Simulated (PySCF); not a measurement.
A PySCF script (with the pyscf-properties extension) for the NMR shieldings of `C(C1=CC(=O)C=C(F)C1=O)F`, C7H4F2O2, on a GFN2-xTB geometry:

```python
import basis_set_exchange as bse
import numpy as np
from pyscf import gto, dft
from pyscf.prop import nmr

atoms = """
O    -1.459955   -2.515313   -1.021663
C    -1.103757   -1.447193   -0.573394
C    -2.067198   -0.449805   -0.072987
C    -1.654384    0.720520    0.420775
F    -2.528516    1.620816    0.873525
C    -0.227629    1.127627    0.513971
O     0.122660    2.193313    0.967208
C     0.727542    0.112931    0.002604
C     2.167148    0.516763    0.091557
F     2.998474   -0.450537   -0.394028
C     0.316387   -1.061361   -0.492943
H    -3.116374   -0.703709   -0.120780
H     2.345580    1.429545   -0.490037
H     2.448605    0.703556    1.135149
H     1.027004   -1.789164   -0.860869
"""
names = dict.fromkeys(["O", "C", "F", "H"], "pcSseg-1")
basis = {el: gto.basis.parse(bse.get_basis(n, elements=[el], fmt="nwchem")) for el, n in names.items()}
mol = gto.M(atom=atoms, basis=basis, charge=0, verbose=0)
mf = dft.RKS(mol, xc="PBE0")
mf.grids.level = 2
mf.grids.alignment = dft.numint.BLKSIZE   # the property module wants whole blocks of grid points
mf.conv_tol = 1e-9
mf.kernel()

calc = nmr.RKS(mf)   # GIAO
C = mf.mo_coeff
Co = C[:, mf.mo_occ > 0]
resp = mf.gen_response(singlet=True, hermi=2)
def vind(x):   # induced exchange potential for any number of trial vectors
    d = np.einsum("pi,xij,qj->xpq", C, 2 * x.reshape(-1, C.shape[1], Co.shape[1]), Co, optimize=True)
    return np.einsum("xpq,pi,qj->xij", resp(d - d.transpose(0, 2, 1)), C, Co, optimize=True).ravel()
mo1, _ = nmr.rhf.solve_mo1(calc, with_cphf=vind)
sigma = calc.kernel(mo1)
for i, s in enumerate(sigma):   # ppm
    w = np.linalg.eigvalsh((s + s.T) / 2)
    print("%2d %-2s iso %8.1f  s11 %8.1f  s22 %8.1f  s33 %8.1f" % (i, mol.atom_pure_symbol(i), w.mean(), *w))
```

**Question.** What does it print?

**Answer.** 
```
 0 O  iso   -446.5  s11  -1256.4  s22   -431.3  s33    348.3
 1 C  iso     -4.6  s11    -90.7  s22    -33.1  s33    109.8
 2 C  iso     66.1  s11    -26.9  s22     91.6  s33    133.7
 3 C  iso     16.4  s11    -84.2  s22     50.9  s33     82.7
 4 F  iso    284.5  s11    218.5  s22    240.8  s33    394.2
 5 C  iso      1.1  s11    -89.6  s22     -9.3  s33    102.2
 6 O  iso   -357.7  s11  -1089.7  s22   -405.6  s33    422.0
 7 C  iso     37.1  s11    -69.8  s22     41.4  s33    139.6
 8 C  iso    103.8  s11     77.6  s22     80.1  s33    153.8
 9 F  iso    443.2  s11    409.1  s22    456.9  s33    463.7
10 C  iso     52.4  s11    -55.4  s22     66.6  s33    146.1
11 H  iso     25.2  s11     23.3  s22     23.4  s33     28.9
12 H  iso     26.1  s11     21.6  s22     26.4  s33     30.2
13 H  iso     26.1  s11     21.6  s22     26.4  s33     30.2
14 H  iso     24.9  s11     21.8  s22     22.7  s33     30.1
```

These numbers come from an equivalent density-fitted implementation of the same equations, which agrees with the script to about 0.01 ppm for H and up to a few tenths of a ppm for heavy atoms, so last digits may differ.

**Question.** Turn these shieldings into chemical shifts. Scale: ¹⁷O (σref 336.08) vs H2O; ¹³C (σref 186.93) and ¹H (σref 31.72) vs TMS; ¹⁹F (σref 170.95) vs CFCl3 (reference shieldings calculated alike).

**Answer.** Averaging equivalent atoms: O 0: 782.5; O 6: 693.8; C 1: 191.6; C 5: 185.8; C 3: 170.5; C 7: 149.9; C 10: 134.5; C 2: 120.8; C 8: 83.1; F 4: -113.5; F 9: -272.3; H 14: 6.86; H 11: 6.50; H 12/13: 5.64 ppm. Unscaled 19F shifts against computed CFCl3 carry errors that often reach 10 to 50 ppm. Unscaled 17O shifts of doubly bonded oxygen tend to come out too high, by tens of ppm or more. Experimental scales use liquid or dissolved standards, which lie at an offset from isolated H2O (liquid H2O: subtract about 36 ppm).

Size and cost of the density-fitted run: 207 basis functions, 40 s wall time on 1 thread of an Arm Neoverse V1, shared host; peak memory 0.92 GiB.
